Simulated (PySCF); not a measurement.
Dipole response of Rh²⁺ (rhodium, charge +2)

[Kr] 4d7, high-spin 4F determinant. Calculation: PySCF 2.14, in aug-cc-pVTZ-DK; the spin-free X2C one-electron Hamiltonian (Gaussian nucleus). Coupled (time-dependent) response in atomic units; α is the mean over directions.

```
 method  mean α (bohr³)  C₆ (like pair)  S(−4)
r2SCANh           7.368           39.93  13.78
```

S(−4) is the Cauchy moment in α(ω) = α(0) + S(−4) ω² + …

Spin-orbit coupling is absent.

α(iu) at r2SCANh:

```csv
u (hartree),α(iu) (bohr³)
0,7.368
0.0500,7.333
0.100,7.234
0.200,6.881
0.300,6.407
0.500,5.411
0.750,4.365
1.00,3.565
1.50,2.477
2.00,1.801
3.00,1.055
5.00,0.4749
```

For an ion, C₆ is the dispersion term alone; charge-induced terms of lower order in 1/R come first.
